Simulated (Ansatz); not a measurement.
Ansatz (a quantum-chemistry and plane-wave program) input (CAM-B3LYP/def2-TZVPD):

Ansatz 0.2 input:
```yaml
crystal:
  periodic: [false, false, false]
  atoms:
    - {symbol: B, position_ang: [0.03767239, -0.37990635, 0.23172172]}
    - {symbol: Cl, position_ang: [-0.11424814, 1.15213283, -0.70273688]}
    - {symbol: N, position_ang: [1.32756109, -0.90789549, 0.41621217]}
    - {symbol: N, position_ang: [-1.14193215, -0.96407540, 0.72558585]}
    - {symbol: H, position_ang: [1.51454279, -1.75583646, 0.92197170]}
    - {symbol: H, position_ang: [2.14438842, -0.45755879, 0.04577666]}
    - {symbol: H, position_ang: [-1.16028309, -1.81668760, 1.25706908]}
    - {symbol: H, position_ang: [-2.04419423, -0.55284725, 0.57051477]}
basis:
  gaussian:
    orbitals: def2-TZVPD
hamiltonian:
  xc: {name: CAM-B3LYP}
magnetization: {spin_polarized: true, initial_magnetization: 2}
```

End of the output:

```
integrals: 0.13 GiB planned
1023 factors; their error is unknown
integrals: 0.16 GiB planned
389 factors; integrals over basis functions are off by at most 4.5e-5 eV
mean field: 1.53 GiB planned
mean field evaluation 1: about -16226.1879 eV, gradient 5.8e1 eV
mean field evaluation 2: about -16198.0796 eV, gradient 9.3e1 eV
mean field evaluation 4: about -16238.6532 eV, gradient 2.3e1 eV
mean field evaluation 8: about -16241.5057 eV, gradient 1.3e0 eV
mean field evaluation 16: about -16241.5364 eV, gradient 4.7e-3 eV
mean field evaluation 32: about -16242.4311 eV, gradient 2.4e-5 eV
mean field evaluation 64: about -16242.0847 eV, gradient 3.6e0 eV
mean field -16242.43109131 eV, -596.8983330904 hartree, gradient 3.1e-6 eV, S^2 2.032208; 4 other end points of the search recorded, 0 dependent functions left out
reference -16242.43120235 eV, -596.8983371712 hartree; 21, 19 occupied and 172, 174 virtual orbitals, 1023 factors
Total energy: -16242.43120235 eV, -596.8983371712 hartree
```

This state (charge 0, triplet) is run at the relaxed geometry of the species with charge 0 and multiplicity 1, and is a spin state other than that species' own.
